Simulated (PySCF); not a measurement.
## Relaxation of singlet MoO₂Cl₂

These are results of PySCF, PBE0, basis Mo def2-TZVP with ECP28, O def2-TZVP, Cl def2-TZVP (scalar-relativistic core potentials, no spin–orbit coupling, density fitting), not measurements. A (50,194) grid was used.

A start displaced from a saddle point along its imaginary mode, of C2 symmetry, held to at least that symmetry:

Coordinates in bohr (charge 0 multiplicity 1):
```
Mo   -0.6067   -0.6067    0.0000
O    -3.7393   -0.3228    0.2268
O    -0.3228   -3.7393   -0.2268
Cl    3.8828   -0.3263    0.0842
Cl   -0.3263    3.8828   -0.0842
```

Optimiser trace:
| step | E − E(last) (kJ/mol) | largest gradient (Eh/bohr) |
| --- | --- | --- |
| 0 | 363.43 | 0.00741 |
| 1 | 344.23 | 0.01429 |
| 2 | 299.03 | 0.02126 |
| 3 | 237.03 | 0.03637 |
| 4 | 170.01 | 0.07413 |
| 5 | 148.69 | 0.11413 |
| 6 | 100.32 | 0.03550 |
| 7 | 69.03 | 0.04122 |
| 8 | 21.66 | 0.03054 |
| 9 | 4.24 | 0.01165 |
| 10 | 0.62 | 0.00250 |
| 11 | 0.31 | 0.00123 |
| 12 | 0.11 | 0.00206 |
| 13 | 0.02 | 0.00084 |
| 14 | 0.00 | 0.00008 |
| 15 | 0.00 | 0.00002 |

It ends at C2v with Mo–Cl 2.243 Å (×2), Mo–O 1.663 Å (×2); Cl–Mo–Cl 111.8°, Cl–Mo–O 109.5° (×4), O–Mo–O 106.7° (after a last refinement on a finer grid). A frequency run shows a minimum. Other isomers or separated fragments may lie lower.

Final geometry:
```xyz
5
charge 0 multiplicity 1, angstrom
Mo   -0.1989   -0.1989    0.0000
O    -1.4452   -0.3565    1.0901
O    -0.3565   -1.4452   -1.0901
Cl    1.7628   -0.3829    1.0715
Cl   -0.3829    1.7628   -1.0715
```

The relaxation took 64 s on 4 threads of a shared Arm Neoverse V2 host, with 176 basis functions and 16 gradients; the process peaked at 2 GiB. Launch command: `OMP_NUM_THREADS=4 python axn.py task.json out`.
